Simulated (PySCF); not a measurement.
One molecule, one basis, several functionals.

C6H5F.
Bonds: C1–C2, C2–C3 (triple), C3–C4, C4–F5, C4–C6, C6–C7 (double), C4–C7. Hydrogens: H8, H9, H10 on C1; H11 on C6; H12 on C7.

PySCF, def2-SVPD basis, density fitting, gas phase, PBE0-D3(BJ)/def2-SVP geometry; singlet excitations by full TDDFT with frozen cores, triplets by Tamm–Dancoff TDDFT and ionisation energies by ΔSCF, from the lowest of the holes tried. One functional is left out:

```csv
functional,exact exchange (%),HOMO energy (eV),LUMO energy (eV),lowest singlet excitation (eV),lowest triplet excitation (eV),dipole moment (D),mean polarisability (au),vertical ionisation energy (eV)
LDA,0,-6.10,-1.85,4.42,4.13,2.500,73.4,9.10
PBE,0,-5.95,-1.60,4.50,4.16,2.423,72.8,8.90
B3LYP,20,-6.93,-0.79,5.12,4.65,2.523,70.6,9.16
BHandHLYP,50,-8.22,0.59,5.86,4.61,2.630,67.9,9.23
```

**Question.** Predict the row of PBE0 (25 % exact exchange) by straight lines through the other rows, and check it.

**Answer.** 
```csv
property,line,computed,computed − line,"B3LYP (20 %), for comparison"
HOMO energy (eV),-7.13,-7.14,-0.01,-6.93
LUMO energy (eV),-0.57,-0.53,+0.04,-0.79
lowest singlet excitation (eV),5.19,5.28,+0.09,5.12
lowest triplet excitation (eV),4.46,4.63,+0.17,4.65
dipole moment (D),2.544,2.526,-0.018,2.523
mean polarisability (au),70.4,69.7,-0.7,70.6
vertical ionisation energy (eV),9.13,9.17,+0.04,9.16
```

**Question.** Which of these properties follows the share of exact exchange most closely, and which least?

**Answer.** Most closely the HOMO energy, least the vertical ionisation energy; the correlations over the tabulated rows are HOMO energy -0.998, lowest singlet excitation 0.996, LUMO energy 0.996, mean polarisability -0.992, dipole moment 0.929, lowest triplet excitation 0.823, vertical ionisation energy 0.782. The HOMO energy moves by -0.439 eV for every 10 %. Functionals with the same share still differ in their other parts: at 0 % LDA and PBE differ by 0.15 eV in it.
